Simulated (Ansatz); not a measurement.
Steps of a relaxation of `BNC(F)S` with RKS PBE0-D4/def2-TZVP.

```sh
$ ansatz run in.yaml --threads 4 --pin off --events-out ev --progress --plain --max-ram 10444MiB
```

```yaml
crystal:
  periodic: [false, false, false]
  atoms:
    - {symbol: B, position_ang: [0.230247, 1.313922, 1.055867]}
    - {symbol: N, position_ang: [0.043358, -0.055662, 0.817199]}
    - {symbol: C, position_ang: [0.052149, -0.795329, -0.422389]}
    - {symbol: F, position_ang: [-0.508657, -2.034676, -0.163225]}
    - {symbol: S, position_ang: [-0.887988, 0.121978, -1.698782]}
    - {symbol: H, position_ang: [0.216006, 1.686870, 2.211937]}
    - {symbol: H, position_ang: [0.399801, 2.068480, 0.121291]}
    - {symbol: H, position_ang: [-0.081100, -0.701107, 1.603558]}
    - {symbol: H, position_ang: [1.082354, -0.986886, -0.798184]}
    - {symbol: H, position_ang: [-0.463071, -0.668690, -2.724271]}
basis:
  gaussian: {orbitals: def2-TZVP}
hamiltonian: {xc: pbe0, dispersion: d4}
relax: {f_tol: 0.005, max_steps: 150}
```

Positions (Å) and forces (eV/Å) along the path, 15 of 24 steps:

```xyz
10
step=1 energy=-16830.0282 eV
B     0.230    1.314    1.056   -0.009   -0.053   -0.070
N     0.043   -0.056    0.817   -0.054   -0.312    0.230
C     0.052   -0.795   -0.422    0.253    0.211   -0.126
F    -0.509   -2.035   -0.163    0.157    0.464   -0.099
S    -0.888    0.122   -1.699    0.411   -0.644    0.016
H     0.216    1.687    2.212    0.012   -0.157   -0.450
H     0.400    2.068    0.121   -0.070   -0.287    0.373
H    -0.081   -0.701    1.604    0.077    0.428   -0.463
H     1.082   -0.987   -0.798   -0.618    0.053    0.221
H    -0.463   -0.669   -2.724   -0.159    0.297    0.368
10
step=2 energy=-16830.0679 eV
B     0.228    1.307    1.050    0.005   -0.031   -0.024
N     0.044   -0.056    0.815    0.003   -0.092    0.016
C     0.058   -0.785   -0.421   -0.045    0.127   -0.096
F    -0.509   -2.015   -0.166    0.056    0.095   -0.022
S    -0.882    0.114   -1.691    0.205   -0.245    0.047
H     0.219    1.673    2.192   -0.003   -0.036   -0.125
H     0.392    2.054    0.128   -0.020   -0.079    0.106
H    -0.080   -0.693    1.594    0.029    0.122   -0.124
H     1.073   -0.983   -0.791   -0.173    0.027    0.073
H    -0.460   -0.666   -2.708   -0.055    0.113    0.148
10
step=5 energy=-16830.0732 eV
B     0.226    1.302    1.045    0.004   -0.001    0.002
N     0.044   -0.057    0.813    0.000    0.000   -0.004
C     0.052   -0.782   -0.421    0.002    0.016   -0.011
F    -0.513   -2.012   -0.166   -0.007   -0.016    0.004
S    -0.877    0.111   -1.682    0.000    0.004    0.003
H     0.223    1.670    2.181   -0.001    0.000   -0.001
H     0.383    2.047    0.126   -0.005    0.001    0.000
H    -0.070   -0.691    1.591    0.004    0.002    0.001
H     1.063   -0.984   -0.787    0.000   -0.005    0.005
H    -0.447   -0.655   -2.697    0.003   -0.001    0.000
10
step=7 energy=-16830.0734 eV
B     0.224    1.303    1.043   -0.016    0.005   -0.003
N     0.046   -0.058    0.812    0.007   -0.003   -0.006
C     0.050   -0.784   -0.421    0.002   -0.022    0.029
F    -0.523   -2.011   -0.164    0.002    0.020   -0.007
S    -0.873    0.114   -1.682    0.002    0.003   -0.011
H     0.225    1.670    2.180    0.007   -0.003    0.001
H     0.369    2.049    0.125    0.000   -0.002    0.002
H    -0.057   -0.691    1.592    0.003   -0.001   -0.003
H     1.059   -0.994   -0.785   -0.005    0.002   -0.004
H    -0.438   -0.648   -2.698   -0.001    0.000    0.002
10
step=9 energy=-16830.0738 eV
B     0.201    1.307    1.038   -0.064    0.033   -0.046
N     0.072   -0.060    0.809    0.038   -0.090    0.061
C     0.038   -0.793   -0.421    0.010   -0.197    0.173
F    -0.608   -1.992   -0.153    0.070    0.209   -0.065
S    -0.821    0.146   -1.691    0.028   -0.018   -0.046
H     0.243    1.666    2.177    0.027   -0.005   -0.015
H     0.257    2.070    0.118    0.000   -0.067    0.070
H     0.052   -0.696    1.599   -0.001    0.087   -0.143
H     1.037   -1.076   -0.771   -0.089    0.052   -0.003
H    -0.388   -0.624   -2.701   -0.019   -0.004    0.014
10
step=10 energy=-16830.0751 eV
B     0.203    1.307    1.040   -0.046    0.018   -0.035
N     0.070   -0.060    0.810    0.024   -0.068    0.053
C     0.042   -0.790   -0.421    0.013   -0.144    0.118
F    -0.598   -1.989   -0.159    0.048    0.138   -0.041
S    -0.820    0.146   -1.692    0.014    0.003   -0.040
H     0.241    1.666    2.179    0.018   -0.004   -0.010
H     0.270    2.068    0.122   -0.002   -0.046    0.049
H     0.035   -0.697    1.597    0.009    0.073   -0.117
H     1.043   -1.064   -0.773   -0.069    0.033    0.007
H    -0.404   -0.639   -2.700   -0.010   -0.003    0.016
10
step=11 energy=-16830.0823 eV
B     0.151    1.309    1.045    0.039   -0.227    0.004
N     0.160   -0.067    0.805   -0.161    0.136    0.025
C     0.044   -0.794   -0.416    0.190    0.094   -0.141
F    -0.748   -1.900   -0.178    0.030    0.064    0.027
S    -0.659    0.237   -1.722    0.091   -0.224   -0.139
H     0.193    1.666    2.182    0.076    0.004    0.027
H     0.123    2.077    0.135   -0.098   -0.004   -0.027
H     0.235   -0.708    1.583   -0.025    0.047    0.026
H     1.012   -1.181   -0.750   -0.085   -0.068    0.004
H    -0.429   -0.690   -2.681   -0.057    0.178    0.194
10
step=15 energy=-16830.1088 eV rejected
B     0.071    1.286    1.075   -0.057    0.164   -0.322
N     0.239   -0.066    0.799   -0.025   -0.161    0.091
C     0.028   -0.779   -0.412    0.409   -0.257   -0.104
F    -0.975   -1.714   -0.231   -0.075    0.040    0.086
S    -0.367    0.308   -1.791   -0.048    0.067   -0.028
H     0.286    1.693    2.174    0.015   -0.068    0.046
H    -0.261    2.010    0.178    0.006   -0.031    0.158
H     0.536   -0.696    1.532   -0.023    0.068    0.025
H     0.921   -1.371   -0.669   -0.215    0.156    0.058
H    -0.394   -0.722   -2.653    0.012    0.023   -0.009
10
step=16 energy=-16830.1103 eV
B     0.109    1.295    1.052   -0.302   -0.031   -0.011
N     0.226   -0.068    0.797    0.069   -0.012    0.046
C     0.039   -0.789   -0.414    0.034   -0.027   -0.009
F    -0.932   -1.754   -0.208    0.012    0.014    0.017
S    -0.432    0.299   -1.772    0.018   -0.034   -0.053
H     0.268    1.672    2.173    0.107   -0.003   -0.010
H    -0.205    2.039    0.171    0.106   -0.013    0.019
H     0.460   -0.694    1.556    0.010    0.044   -0.034
H     0.943   -1.342   -0.691   -0.050    0.019    0.012
H    -0.392   -0.709   -2.661   -0.003    0.043    0.022
10
step=17 energy=-16830.1162 eV
B     0.071    1.285    1.055   -0.020    0.171    0.029
N     0.245   -0.068    0.792    0.047   -0.118    0.037
C     0.034   -0.795   -0.411   -0.052    0.117   -0.050
F    -0.980   -1.712   -0.208   -0.016   -0.039    0.009
S    -0.379    0.308   -1.783    0.034   -0.075    0.025
H     0.289    1.671    2.165    0.001   -0.029   -0.013
H    -0.275    2.032    0.188    0.012   -0.066    0.020
H     0.535   -0.680    1.543   -0.010    0.031   -0.039
H     0.913   -1.386   -0.676    0.010   -0.004    0.004
H    -0.370   -0.707   -2.662   -0.005    0.012   -0.023
10
step=19 energy=-16830.1174 eV
B     0.066    1.286    1.060   -0.007    0.037   -0.007
N     0.253   -0.066    0.791   -0.007   -0.008   -0.020
C     0.028   -0.792   -0.410   -0.002    0.029   -0.022
F    -0.997   -1.698   -0.202   -0.008   -0.007   -0.002
S    -0.366    0.305   -1.791    0.004   -0.007    0.028
H     0.298    1.671    2.167   -0.002   -0.006   -0.002
H    -0.301    2.022    0.195    0.007   -0.019    0.016
H     0.556   -0.677    1.536    0.009    0.001    0.007
H     0.901   -1.394   -0.671    0.005   -0.015    0.002
H    -0.355   -0.708   -2.672    0.002   -0.005    0.002
10
step=20 energy=-16830.1175 eV
B     0.062    1.286    1.061    0.008   -0.004   -0.003
N     0.258   -0.065    0.789   -0.005   -0.003   -0.011
C     0.024   -0.791   -0.409    0.007    0.018   -0.006
F    -1.010   -1.687   -0.201    0.002    0.005   -0.006
S    -0.355    0.306   -1.793    0.000   -0.011    0.019
H     0.301    1.670    2.166   -0.004    0.001   -0.004
H    -0.319    2.017    0.199   -0.002   -0.005    0.010
H     0.576   -0.674    1.530   -0.002    0.009    0.004
H     0.891   -1.404   -0.668   -0.003   -0.009    0.001
H    -0.345   -0.709   -2.672   -0.002   -0.002   -0.004
10
step=21 energy=-16830.1176 eV
B     0.059    1.285    1.062    0.011   -0.014    0.004
N     0.262   -0.065    0.788   -0.002   -0.005   -0.006
C     0.024   -0.791   -0.409    0.004    0.007    0.001
F    -1.016   -1.680   -0.201    0.003    0.005   -0.004
S    -0.347    0.306   -1.794    0.000   -0.006    0.010
H     0.302    1.670    2.166   -0.004    0.002   -0.003
H    -0.329    2.015    0.203   -0.003    0.002    0.002
H     0.584   -0.672    1.528   -0.003    0.012   -0.002
H     0.887   -1.410   -0.666   -0.005   -0.001    0.002
H    -0.344   -0.709   -2.673   -0.001   -0.001   -0.002
10
step=22 energy=-16830.1176 eV
B     0.059    1.285    1.062   -0.002   -0.006    0.012
N     0.265   -0.064    0.787    0.003   -0.007   -0.004
C     0.025   -0.791   -0.409    0.000    0.002   -0.001
F    -1.021   -1.675   -0.201    0.004    0.003   -0.001
S    -0.342    0.306   -1.795    0.001   -0.004    0.006
H     0.300    1.670    2.166    0.002    0.002   -0.005
H    -0.335    2.014    0.205    0.001    0.000   -0.002
H     0.591   -0.670    1.527   -0.004    0.008   -0.005
H     0.885   -1.415   -0.665   -0.003    0.002    0.001
H    -0.344   -0.710   -2.673    0.000   -0.001   -0.001
10
step=24 energy=-16830.1176 eV
B     0.059    1.284    1.062    0.000   -0.001   -0.001
N     0.265   -0.065    0.787    0.000    0.003    0.002
C     0.024   -0.791   -0.409   -0.002    0.002    0.000
F    -1.021   -1.675   -0.201   -0.002   -0.002    0.000
S    -0.342    0.306   -1.795    0.000   -0.001   -0.001
H     0.301    1.670    2.166    0.000   -0.002    0.000
H    -0.336    2.013    0.205    0.000    0.002    0.000
H     0.591   -0.670    1.527    0.001   -0.001    0.001
H     0.884   -1.415   -0.665    0.003   -0.001    0.000
H    -0.343   -0.709   -2.673    0.000    0.000    0.000
```

Hardware: 4 threads of an Arm Neoverse V2 on a shared host. Wall time 57 s, peak host memory 0.47 GiB.
